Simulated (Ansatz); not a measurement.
```yaml
crystal:
  periodic: [false, false, false]
  atoms:
    - {symbol: N, position_ang: [-0.641047, 1.315369, 0.797874]}
    - {symbol: Si, position_ang: [-0.429431, -0.110695, -0.145473]}
    - {symbol: N, position_ang: [1.165581, -0.601452, 0.029945]}
    - {symbol: F, position_ang: [-1.520344, -1.132833, 0.385042]}
    - {symbol: F, position_ang: [-0.710686, 0.010350, -1.704114]}
    - {symbol: H, position_ang: [-1.094614, 2.113394, 0.355543]}
    - {symbol: H, position_ang: [1.670920, -1.097718, -0.682758]}
    - {symbol: H, position_ang: [1.651622, -0.553515, 0.908040]}
basis:
  gaussian: {orbitals: "6-31G*"}
magnetization: {spin_polarized: true, initial_magnetization: 1}
hamiltonian: {xc: {name: SVWN5}}
output: {forces: true}
```

```sh
$ ansatz run in.yaml --threads 4 --pin off --events-out ev --progress --plain --max-ram 10444MiB
```

Shortened log:

```
Functional definition: SVWN5
950 factors; their error is unknown
mean field evaluation 1: about -16241.0188 eV, gradient 5.5e1 eV
mean field evaluation 2: about -16217.8330 eV, gradient 8.7e1 eV
mean field evaluation 4: about -16251.9362 eV, gradient 6.4e0 eV
mean field evaluation 8: about -16252.1037 eV, gradient 2.6e-1 eV
mean field evaluation 16: about -16252.0441 eV, gradient 1.7e-4 eV
mean field -16252.04410354 eV, -597.2516047740 hartree, gradient 1.2e-5 eV, S^2 0.752382; 2 other end points of the search recorded, 0 dependent functions left out
reference -16252.04413481 eV, -597.2516059231 hartree; 25, 24 occupied and 60, 61 virtual orbitals, 950 factors
Total energy: -16252.04413481 eV, -597.2516059231 hartree
Atom 0 at    -0.641047     1.315369     0.797874 Å, force     0.534855    -0.753795     0.155415 eV/Å
Atom 1 at    -0.429431    -0.110695    -0.145473 Å, force    -0.436728     0.844068     0.324045 eV/Å
Atom 2 at     1.165581    -0.601452     0.029945 Å, force    -0.211526     0.100443    -0.009064 eV/Å
Atom 3 at    -1.520344    -1.132833     0.385042 Å, force    -0.251141    -0.393076     0.143234 eV/Å
Atom 4 at    -0.710686     0.010350    -1.704114 Å, force     0.017666    -0.053155    -0.424430 eV/Å
Atom 5 at    -1.094614     2.113394     0.355543 Å, force    -0.286252     0.461509    -0.282054 eV/Å
Atom 6 at     1.670920    -1.097718    -0.682758 Å, force     0.342118    -0.291429    -0.549038 eV/Å
Atom 7 at     1.651622    -0.553515     0.908040 Å, force     0.291009     0.085436     0.641893 eV/Å
Dipole moment:     0.466643    -0.003509    -0.077829 e Å
```

Run time 0.45 s (4 threads of an Intel Xeon 6975P-C on a shared host); peak host memory 0.13 GiB.
